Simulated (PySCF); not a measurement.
An unknown is described by computed data only.

Elements present: C, F, H and O. Monoisotopic mass: 180.0950 u.

| Property | Result |
| --- | --- |
| 13C NMR | chemical shifts (computed TMS as zero) by class: 171.6 (1 C), 148.2 (1 C), 134.2 (2 C), 134.2 (2 C), 131.7 (1 C), 40.4 (1 C), 37.0 (1 C), 33.2 (1 C), 26.3 (1 C) ppm [GIAO PBE0/pcSseg-1] |
| Couplings | largest of the computed one-bond spin–spin couplings (means over like bonds): 19F–13C -426.2, 13C–1H +167.0, 13C–1H +165.7 (×2), 13C–1H +163.3 (×2), 13C–1H +133.4 (×2), 13C–1H +132.9 (×2), 13C–1H +132.6 (×2), 13C–1H +131.6 (×2) Hz [B3LYP/pcJ-1, spin–dipole term left out for some pairs] |
| 1H NMR | chemical shifts (computed TMS as zero) by class: 7.43 (2 H), 7.33 (2 H), 7.33 (1 H), 2.42 (2 H), 2.32 (2 H), 1.50 (2 H), 1.35 (2 H) ppm [GIAO PBE0/pcSseg-1] |
| Triplet | lowest triplet excitation (Tamm–Dancoff): 4.11 eV [TDA B3LYP/def2-SVPD] |
| Rotational structure | rotational constants A, B, C: 1.869, 0.284, 0.269 GHz [PBE0-D3(BJ)/def2-SVP] |
| Dipole | 2.85 D [B3LYP/def2-SVPD] |

Electronic properties: PySCF, gas phase, density fitting. Levels stand in brackets. One conformer (not necessarily the lowest) at the PBE0-D3(BJ)/def2-SVP geometry, without solvent, vibrations or thermal averaging. NMR values are class means; diastereotopic atoms form classes of their own.

Q: Which formula fits the mass and the elements?

A: C11H13FO (calculated 180.0950). No other formula that holds each of these elements comes within 0.0003 u with a fitting electron parity and a possible valence count.

Q: Give a SMILES that accounts for the data.

A: Numbering: `[O:1]=[C:2]([F:3])[CH2:4][CH2:5][CH2:6][CH2:7][c:8]1[cH:9][cH:10][cH:11][cH:12][cH:13]1`. Its formula, C11H13FO, gives 5 degrees of unsaturation: 1 ring and 4 π bonds in the structure found (Kekulé form). 11 carbons fall into 9 classes; from least to most shielded: acyl halide carbon [C2] (171.6 ppm), substituted aromatic carbon [C8] (148.2 ppm), aromatic CH carbon [C10/C12] (134.2 ppm, 2 C), aromatic CH carbon [C9/C13] (134.2 ppm, 2 C), aromatic CH carbon [C11] (131.7 ppm), benzylic-type carbon [C7] (40.4 ppm), chain CH2 carbon [C6] (37.0 ppm), sp3 carbon next to a carbonyl [C4] (33.2 ppm), chain CH2 carbon [C5] (26.3 ppm). Hydrogen classes from least to most shielded: 2 H on the meta carbons, C10/C12 (7.43 ppm), 2 H on the ortho carbons, C9/C13 (7.33 ppm), 1 H on the para carbon, C11 (7.33 ppm), 2 H on a benzylic-type carbon, C7 (2.42 ppm), 2 H on an sp3 carbon next to a carbonyl, C4 (2.32 ppm), 2 H on a chain CH2 carbon, C5 (1.50 ppm), 2 H on a chain CH2 carbon, C6 (1.35 ppm, a mean of values up to 0.8 ppm apart in this geometry). The couplings run between: -426.2 Hz, acyl fluorine [F3] and acyl halide carbon [C2]; +167.0 Hz, aromatic CH carbon [C11] and its hydrogen; +165.7 Hz, aromatic CH carbon [C10] and its hydrogen (with 1 like pair); +163.3 Hz, aromatic CH carbon [C9] and its hydrogen (with 1 like pair); +133.4 Hz, chain CH2 carbon [C6] and its hydrogen (with 1 like pair); +132.9 Hz, chain CH2 carbon [C5] and its hydrogen (with 1 like pair); +132.6 Hz, sp3 carbon next to a carbonyl [C4] and its hydrogen (with 1 like pair); +131.6 Hz, benzylic-type carbon [C7] and its hydrogen (with 1 like pair). The optimised geometry has point group C1 and is an asymmetric top. Structure: `O=C(F)CCCCc1ccccc1`. The assignments are read from this structure; whether some other isomer fits the data as well wasn't checked.
